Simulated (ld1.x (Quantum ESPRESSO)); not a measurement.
## ytterbium: RRKJ pseudisation with PBEsol, scalar-relativistic reference atom.

The input file (ld1.x (Quantum ESPRESSO) 7.5):

```
&input
   title='Yb', zed=70., rel=1, dft='PBESOL', iswitch=3,
   config='[Xe] 4f13 5d1 6s2 6p0',
   nld=4, rlderiv=4.05, eminld=-3.0, emaxld=5.0, deld=0.02
 /
 &inputp
   pseudotype=2, tm=.false., rho0=0.01, lloc=1,
   nlcc=.false.,
   file_pseudopw='Yb.UPF', file_wfcaegen='ae.wfc', file_wfcncgen='nc.wfc', file_beta='beta', file_chi='chi'
 /
4
6S  1  0   2.00   0.00  3.30  3.30  0.0
5D  3  2   1.00   0.00  2.20  2.20  0.0
4F  4  3  13.00   0.00  0.65  0.65  0.0
6P  2  1   0.00   0.00  3.75  3.75  0.0
 &test
   configts(1)='4f13 5d1 6s2 6p0'
 /
```

Command:

```bash
ld1.x < Yb.in > Yb.out
```

Resulting log (shortened: banner, matrices, multipoles, cross overlaps and the repeated all-electron block are left out):

```
Program LD1 v.7.5
     --------------------------- All-electron run ----------------------------

     Yb
     scalar relativistic calculation

     atomic number is 70.00
     dft =PBESOL   lsd =0 sic =0 latt =0  beta=0.20 tr2=1.0E-14
     Exchange-correlation= PBESOL
                           (   1   4  10   8   0   0   0)
     mesh =1269 r(mesh) =  99.63413 a.u. xmin = -7.00 dx = 0.01250
     1 Ry =  13.60569312 eV, c = 137.03599908

     n l     nl                  e(Ry)          e(Ha)          e(eV)
     1 0     1S 1( 2.00)     -4500.2460     -2250.1230    -61228.9657
     2 0     2S 1( 2.00)      -762.9264      -381.4632    -10380.1422
     2 1     2P 1( 6.00)      -672.4887      -336.2443     -9149.6746
     3 0     3S 1( 2.00)      -172.4145       -86.2073     -2345.8190
     3 1     3P 1( 6.00)      -145.1591       -72.5796     -1974.9907
     4 0     4S 1( 2.00)       -34.3549       -17.1774      -467.4219
     4 1     4P 1( 6.00)       -25.3995       -12.6998      -345.5780
     3 2     3D 1(10.00)      -111.9728       -55.9864     -1523.4676
     5 0     5S 1( 2.00)        -4.3634        -2.1817       -59.3672
     5 1     5P 1( 6.00)        -2.2813        -1.1406       -31.0380
     4 2     4D 1(10.00)       -13.6168        -6.8084      -185.2666
     4 3     4F 1(13.00)        -0.7087        -0.3543        -9.6417
     5 2     5D 1( 1.00)        -0.1382        -0.0691        -1.8798
     6 0     6S 1( 2.00)        -0.3375        -0.1687        -4.5913
     6 1     6P 1( 0.00)        -0.0967        -0.0483        -1.3156

     final scf error:  6.4E-15 reached in  41 iterations

     Etot =  -28110.504246 Ry,  -14055.252123 Ha, -382462.894309 eV

     Ekin =   30636.222185 Ry,   15318.111093 Ha,  416827.037500 eV
     Encl =  -69177.177755 Ry,  -34588.588877 Ha, -941203.451643 eV
     Eh   =   11006.453963 Ry,    5503.226982 Ha,  149750.434994 eV
     Exc  =    -576.002640 Ry,    -288.001320 Ha,   -7836.915159 eV

     normalization and overlap integrals

     s(1S/1S) =  1.000000  <r> =   0.0197  <r2> =    0.0005  r(max) =   0.0123
     s(2S/2S) =  1.000000  <r> =   0.0834  <r2> =    0.0082  r(max) =   0.0708
     s(2P/2P) =  1.000000  <r> =   0.0742  <r2> =    0.0067  r(max) =   0.0572
     s(3S/3S) =  1.000000  <r> =   0.2168  <r2> =    0.0537  r(max) =   0.1997
     s(3P/3P) =  1.000000  <r> =   0.2163  <r2> =    0.0542  r(max) =   0.1972
     s(4S/4S) =  1.000000  <r> =   0.4876  <r2> =    0.2685  r(max) =   0.4557
     s(4P/4P) =  1.000000  <r> =   0.5178  <r2> =    0.3051  r(max) =   0.4790
     s(3D/3D) =  1.000000  <r> =   0.1961  <r2> =    0.0451  r(max) =   0.1595
     s(5S/5S) =  1.000000  <r> =   1.1917  <r2> =    1.6000  r(max) =   1.0661
     s(5P/5P) =  1.000000  <r> =   1.4159  <r2> =    2.2855  r(max) =   1.2080
     s(4D/4D) =  1.000000  <r> =   0.5586  <r2> =    0.3623  r(max) =   0.4912
     s(4F/4F) =  1.000000  <r> =   0.7409  <r2> =    0.7313  r(max) =   0.4790
     s(5D/5D) =  1.000000  <r> =   2.8871  <r2> =   10.6345  r(max) =   1.8478
     s(6S/6S) =  1.000000  <r> =   3.6768  <r2> =   15.4103  r(max) =   3.0849
     s(6P/6P) =  1.000000  <r> =   5.3645  <r2> =   33.5120  r(max) =   4.3232

     ------------------------ End of All-electron run ------------------------

     --------------------- Generating NC pseudopotential ---------------------

      Generating local pot.: lloc=1, matching radius rcloc =   3.7500

      Wfc   6S  rcut= 3.325  Estimated cut-off energy=        4.12 Ry
      Using 4 Bessel functions for this wfc, rho(0) = 0.010
      This function has    0 nodes for 0 < r <    3.325

      Wfc   5D  rcut= 2.174  Estimated cut-off energy=       48.84 Ry
      This function has    0 nodes for 0 < r <    2.174

      Wfc   4F  rcut= 0.655  Estimated cut-off energy=      684.90 Ry
      This function has    0 nodes for 0 < r <    0.655

     ------------------- End of pseudopotential generation -------------------

     Computing logarithmic derivative in   4.03608
     Message from routine run_pseudo:
     Warning: convergence not achieved
     Computing logarithmic derivative in   4.03608
     Computing the partial wave expansion
     R is outside the sphere for l=    0 j= 0.00
       no projector for channel:   1
     R is outside the sphere for l=    2 j= 0.00
     R is outside the sphere for l=    3 j= 0.00

     ---------------------- Testing the pseudopotential ----------------------

     Yb
     scalar relativistic calculation

     atomic number is 70.00   valence charge is 16.00
     dft =PBESOL   lsd =0 sic =0 latt =0  beta=0.20 tr2=1.0E-14
     mesh =1269 r(mesh) =  99.63413 xmin = -7.00 dx = 0.01250

     n l     nl             e AE (Ry)        e PS (Ry)    De AE-PS (Ry)
     4 3     4F   1(13.00)       -0.70865       -0.70865        0.00000
     3 2     5D   1( 1.00)       -0.13816       -0.13816        0.00000
     1 0     6S   1( 2.00)       -0.33745       -0.33745        0.00000
     2 1     6P   1( 0.00)       -0.09670       -0.09670        0.00000

     eps = 1.6E-10  iter =201

     Etot =  -28110.504246 Ry,  -14055.252123 Ha, -382462.894309 eV
     Etotps =  -243.214667 Ry,    -121.607334 Ha,   -3309.104122 eV

     Ekin =     642.819844 Ry,     321.409922 Ha,    8746.009530 eV
     Encl =    -442.779289 Ry,    -221.389645 Ha,   -6024.319129 eV
     Ehrt =     242.542237 Ry,     121.271118 Ha,    3299.955244 eV
     Ecxc =     -30.315685 Ry,     -15.157843 Ha,    -412.465913 eV
     Epseu=    -655.481773 Ry,    -327.740887 Ha,   -8918.283854 eV

     ---------------------- End of pseudopotential test ----------------------
```

Generation and configuration tests took about 4.4 s on one core of a shared server CPU.

Transferability test of the new file with ld1.x, input:

```
&input
   title='Yb', zed=70., rel=1, dft='PBESOL', iswitch=2,
   config='[Xe] 4f13 5d1 6s2 6p0'
 /
 &test
   file_pseudo='Yb.UPF', nconf=8,
   configts(1)='4f13 5d1 6s2 6p0',
   configts(2)='4f14 5d0 6s2 6p0',
   configts(3)='4f14 5d0 6s1 6p0',
   configts(4)='4f14 5d0 6s0 6p0',
   configts(5)='4f12 5d0 6s0 6p0',
   configts(6)='4f14 5d0 6s0 6p2',
   configts(7)='4f13 5d1 6s1 6p0',
   configts(8)='4f13 5d0 6s2 6p0'
 /
```

```bash
ld1.x < Yb.test.in > Yb.test.out
```

Pseudopotential blocks of its output, shortened (energy terms left out; the distinct warnings before each block abridged to one line each):

```
     Warning: convergence not achieved
     Warning: n=4, l=3 expected 0 nodes, found 1
     ---------------------- Testing the pseudopotential ----------------------

     n l     nl             e AE (Ry)        e PS (Ry)    De AE-PS (Ry)
     4 3     4F   1(13.00)       -0.70865       -0.70865        0.00000
     3 2     5D   1( 1.00)       -0.13816       -0.13816        0.00000
     1 0     6S   1( 2.00)       -0.33745       -0.33745        0.00000
     2 1     6P   1( 0.00)       -0.09670       -0.09670        0.00000

     eps = 8.5E-12  iter =201

     Etot =  -28110.504244 Ry,  -14055.252122 Ha, -382462.894282 eV
     Etotps =  -243.214667 Ry,    -121.607334 Ha,   -3309.104128 eV

     ---------------------- End of pseudopotential test ----------------------

          BEWARE! Errors in PS-KS equations
     Warning: n=1, l=0 expected 0 nodes, found 1
     Warning: n=3, l=2 expected 0 nodes, found 4
     ---------------------- Testing the pseudopotential ----------------------

     n l     nl             e AE (Ry)        e PS (Ry)    De AE-PS (Ry)
     4 3     4F   1(14.00)       -0.22488       -0.02024       -0.20464  !
     3 2     5D   1( 0.00)       -0.04986       -0.04986        0.00000
     1 0     6S   1( 2.00)       -0.28930       -0.28256       -0.00674  !
     2 1     6P   1( 0.00)       -0.07968       -0.02390       -0.05578  !

     eps = 3.9E-26  iter =  7

     Etot =  -28110.876065 Ry,  -14055.438033 Ha, -382467.953163 eV
     Etotps =    -0.848468 Ry,      -0.424234 Ha,     -11.543996 eV
     dEtot_ae =      -0.371821 Ry
     dEtot_ps =     242.366199 Ry,   Delta E=    -242.738020 Ry

     ---------------------- End of pseudopotential test ----------------------

          Warning: convergence not achieved
     ---------------------- Testing the pseudopotential ----------------------

     n l     nl             e AE (Ry)        e PS (Ry)    De AE-PS (Ry)
     4 3     4F   1(14.00)       -0.72019       -0.46622       -0.25397  !
     3 2     5D   1( 0.00)       -0.47562       -0.45748       -0.01814  !
     1 0     6S   1( 1.00)       -0.68059       -0.68326        0.00267
     2 1     6P   1( 0.00)       -0.40311       -0.41636        0.01325  !

     eps = 4.4E-11  iter =201

     Etot =  -28110.395071 Ry,  -14055.197535 Ha, -382461.408896 eV
     Etotps =  -242.972377 Ry,    -121.486188 Ha,   -3305.807597 eV
     dEtot_ae =       0.109174 Ry
     dEtot_ps =       0.242291 Ry,   Delta E=      -0.133117 Ry

     ---------------------- End of pseudopotential test ----------------------

          ---------------------- Testing the pseudopotential ----------------------

     n l     nl             e AE (Ry)        e PS (Ry)    De AE-PS (Ry)
     4 3     4F   1(14.00)       -1.29810       -1.00459       -0.29351  !
     3 2     5D   1( 0.00)       -0.97780       -0.92309       -0.05471  !
     1 0     6S   1( 0.00)       -1.10689       -1.06870       -0.03819  !
     2 1     6P   1( 0.00)       -0.75592       -0.74534       -0.01059  !

     eps = 7.5E-15  iter = 18

     Etot =  -28109.503842 Ry,  -14054.751921 Ha, -382449.283110 eV
     Etotps =  -242.093905 Ry,    -121.046952 Ha,   -3293.855372 eV
     dEtot_ae =       1.000403 Ry
     dEtot_ps =       1.120763 Ry,   Delta E=      -0.120360 Ry

     ---------------------- End of pseudopotential test ----------------------

          ---------------------- Testing the pseudopotential ----------------------

     n l     nl             e AE (Ry)        e PS (Ry)    De AE-PS (Ry)
     4 3     4F   1(12.00)       -4.20535       -4.70769        0.50234  !
     3 2     5D   1( 0.00)       -2.82681       -2.82319       -0.00361
     1 0     6S   1( 0.00)       -2.50952       -2.60294        0.09342  !
     2 1     6P   1( 0.00)       -1.95659       -1.91563       -0.04096  !

     eps = 6.3E-15  iter = 11

     Etot =  -28104.131560 Ry,  -14052.065780 Ha, -382376.189500 eV
     Etotps =  -236.591193 Ry,    -118.295597 Ha,   -3218.987174 eV
     dEtot_ae =       6.372684 Ry
     dEtot_ps =       6.623474 Ry,   Delta E=      -0.250790 Ry

     ---------------------- End of pseudopotential test ----------------------

          ---------------------- Testing the pseudopotential ----------------------

     n l     nl             e AE (Ry)        e PS (Ry)    De AE-PS (Ry)
     4 3     4F   1(14.00)       -0.44787       -0.19574       -0.25212  !
     3 2     5D   1( 0.00)       -0.20016       -0.17436       -0.02579  !
     1 0     6S   1( 0.00)       -0.40734       -0.39935       -0.00799  !
     2 1     6P   1( 2.00)       -0.17145       -0.17365        0.00220

     eps = 4.2E-15  iter = 18

     Etot =  -28110.430673 Ry,  -14055.215337 Ha, -382461.893293 eV
     Etotps =  -243.024608 Ry,    -121.512304 Ha,   -3306.518240 eV
     dEtot_ae =       0.073571 Ry
     dEtot_ps =       0.190059 Ry,   Delta E=      -0.116488 Ry

     ---------------------- End of pseudopotential test ----------------------

          Warning: convergence not achieved
     ---------------------- Testing the pseudopotential ----------------------

     n l     nl             e AE (Ry)        e PS (Ry)    De AE-PS (Ry)
     4 3     4F   1(13.00)       -1.19995       -1.20107        0.00112
     3 2     5D   1( 1.00)       -0.58709       -0.58816        0.00107
     1 0     6S   1( 1.00)       -0.74149       -0.74235        0.00086
     2 1     6P   1( 0.00)       -0.43714       -0.43842        0.00128

     eps = 4.2E-11  iter =201

     Etot =  -28109.969174 Ry,  -14054.984587 Ha, -382455.614282 eV
     Etotps =  -242.678917 Ry,    -121.339458 Ha,   -3301.814868 eV
     dEtot_ae =       0.535070 Ry
     dEtot_ps =       0.535751 Ry,   Delta E=      -0.000681 Ry

     ---------------------- End of pseudopotential test ----------------------

          Warning: convergence not achieved
     ---------------------- Testing the pseudopotential ----------------------

     n l     nl             e AE (Ry)        e PS (Ry)    De AE-PS (Ry)
     4 3     4F   1(13.00)       -1.36122       -1.37820        0.01698  !
     3 2     5D   1( 0.00)       -0.68753       -0.67788       -0.00965  !
     1 0     6S   1( 2.00)       -0.80595       -0.80424       -0.00171
     2 1     6P   1( 0.00)       -0.48006       -0.47750       -0.00257

     eps = 1.9E-10  iter =201

     Etot =  -28110.106180 Ry,  -14055.053090 Ha, -382457.478335 eV
     Etotps =  -242.819534 Ry,    -121.409767 Ha,   -3303.728069 eV
     dEtot_ae =       0.398065 Ry
     dEtot_ps =       0.395133 Ry,   Delta E=       0.002932 Ry

     ---------------------- End of pseudopotential test ----------------------
```
